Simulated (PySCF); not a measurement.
Run record: excited-state job, `BC1([SiH2]S[SiH3])CC1`.

Computed with TDDFT CAM-B3LYP/def2-SVPD, vertical, gas phase, core orbitals frozen in the response (PySCF 2.14.0, density-fitted response routines). Geometry: GFN2-xTB. A driver script takes a list of jobs; this job's settings line and coordinates (Å) are shown.

Command:
```bash
OMP_NUM_THREADS=1 python probes_run.py task.json out
```

Input:
```
{"job": {"kind": "uv", "xc": "CAM-B3LYP", "basis": "def2-SVPD", "nstates": 8, "ntriplets": 3}, "charge": 0, "multiplicity": 1}
B     -1.049406     1.200781     0.898936
C     -0.840843    -0.062572     0.035412
Si     0.125141    -1.535372     0.714313
S      1.972744    -0.911154     1.627976
Si     2.639531     0.723914     0.416595
C     -2.005747    -0.439926    -0.881816
C     -0.778095     0.115640    -1.479735
H     -1.503954     2.167661     0.417695
H     -0.775988     1.196996     2.036626
H      0.471512    -2.449809    -0.377484
H     -0.574217    -2.226844     1.790257
H      3.905399     1.092395     1.025263
H      2.804359     0.261862    -0.958477
H      1.644595     1.790291     0.477372
H     -2.890589     0.177992    -0.845006
H     -2.217786    -1.491905    -1.004639
H     -0.803383     1.123423    -1.867165
H     -0.132033    -0.547049    -2.037780
```

Output:
```
coarse grid: 16040 points
cycle   1  E = -1122.3016403219  dE =  6.792e-01  |g| = 3.485e-01  |ddm| = 6.719e+00
cycle   2  E = -1122.3242181802  dE = -2.258e-02  |g| = 2.551e-01  |ddm| = 1.341e+00
cycle   3  E = -1122.3432894084  dE = -1.907e-02  |g| = 3.918e-02  |ddm| = 6.005e-01
cycle   4  E = -1122.3437285826  dE = -4.392e-04  |g| = 1.269e-02  |ddm| = 1.346e-01
cycle   5  E = -1122.3437711918  dE = -4.261e-05  |g| = 4.747e-03  |ddm| = 3.473e-02
cycle   6  E = -1122.3437776212  dE = -6.429e-06  |g| = 6.564e-04  |ddm| = 1.155e-02
final grid: 139528 points
cycle   7  E = -1122.4829976488  dE = -3.251e-05  |g| = 2.929e-03  |ddm| = 1.064e-01
cycle   8  E = -1122.4829978939  dE = -2.451e-07  |g| = 3.004e-03  |ddm| = 1.348e-02
cycle   9  E = -1122.4830001998  dE = -2.306e-06  |g| = 1.726e-04  |ddm| = 4.264e-03
cycle  10  E = -1122.4830002122  dE = -1.233e-08  |g| = 1.056e-04  |ddm| = 1.018e-03
cycle  11  E = -1122.4830002154  dE = -3.241e-09  |g| = 2.628e-05  |ddm| = 2.718e-04
cycle  12  E = -1122.4830002157  dE = -2.492e-10  |g| = 8.351e-06  |ddm| = 1.058e-04
converged SCF energy = -1122.4830002157

Static polarisability (au): isotropic 118.454, principal 104.986 117.457 132.919

Singlet excitations
state   eV       nm        f      main configurations
  1   5.4040    229.4   0.00031   H->L 0.56, H-1->L 0.27
  2   5.6478    219.5   0.00070   H->L 0.34, H-1->L 0.33, H-2->L 0.16
  3   5.9935    206.9   0.00265   H-3->L 0.64, H->L+1 0.19
  4   6.0490    205.0   0.01486   H->L+1 0.68, H-3->L 0.16
  5   6.3927    193.9   0.00530   H->L+2 0.49, H->L+3 0.27
  6   6.5904    188.1   0.04559   H-2->L 0.59, H-1->L 0.23
  7   6.7051    184.9   0.00298   H->L+4 0.38, H->L+3 0.26, H->L+2 0.09
  8   6.9117    179.4   0.02010   H-4->L 0.50, H-6->L 0.17, H-1->L 0.12

Triplet excitations (Tamm-Dancoff, eV): 5.0738 5.3441 5.5803
```

The SCF starts on a coarse grid where the log names one; the energy can jump when the final grid takes over, and dE then counts from the start density on the new grid. H and L stand for HOMO and LUMO; the number after each pair is its weight.

Q: Give S1 in cm⁻¹ and kJ/mol.

A: 5.4040 eV × 8065.54 = 43586 cm⁻¹; × 96.485 = 521.4 kJ/mol.

Q: Give the mean polarisability as a volume in Å³, and the ratio of the largest to the smallest principal value.

A: 118.454 au × 0.148185 = 17.55 Å³; 132.919/104.986 = 1.27.

Summary of the converged run: HOMO -8.43 eV, LUMO -0.36 eV; lowest singlet 5.40 eV; lowest triplet 5.07 eV (Tamm–Dancoff); mean polarisability 118.5 au.

Time: 2.1 min wall (with the writing of density and orbital grids); peak memory 1.1 GiB. Hardware: one thread, Arm Neoverse N1 (aarch64), shared host with 64 logical CPUs at a one-minute load of 59.

One conformer stands for the species.
Labels such as C1 count atoms from 1, the log's own numbers from 0.
